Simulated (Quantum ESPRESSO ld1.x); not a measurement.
Q: Ar3+, configuration [Ne] 3s2 3p3 (the NIST ground configuration). Calculated with ld1.x of Quantum ESPRESSO 7.5: Dirac Kohn-Sham, LDA (Slater exchange, Hedin-Lundqvist correlation), spin-unpolarised, spherical densities, point nucleus; open shells fill j = l - 1/2 first. Some entries of the table are withheld. Estimate them.

| orbital | occ. | eigenvalue (Ry) | <1/r> (bohr^-1) | <r^2> (bohr^2) |
|---|---|---|---|---|
| 1s1/2 | 2 | -232.219 | (1) | 0.009935 |
| 2s1/2 | 2 | -25.2724 | 3.553 | 0.2042 |
| 2p1/2 | 2 | -20.5399 | 3.478 | 0.1746 |
| 2p3/2 | 4 | -20.3753 | 3.448 | 0.1767 |
| 3s1/2 | 2 | -4.81616 | 1.082 | 1.913 |
| 3p1/2 | 2 | -3.69142 | 0.9799 | 2.253 |
| 3p3/2 | 1 | -3.67279 | 0.9747 | 2.271 |
| 3d3/2 | 0 | -2.05931 | 0.7462 | (2) |
| 3d5/2 | 0 | -2.05804 | 0.7455 | (3) |
| 4s1/2 | 0 | -1.58766 | 0.4444 | 10.70 |

A: 
(1) 1s1/2 <1/r> (bohr^-1): 17.65
(2) 3d3/2 <r^2> (bohr^2): 3.334
(3) 3d5/2 <r^2> (bohr^2): 3.339
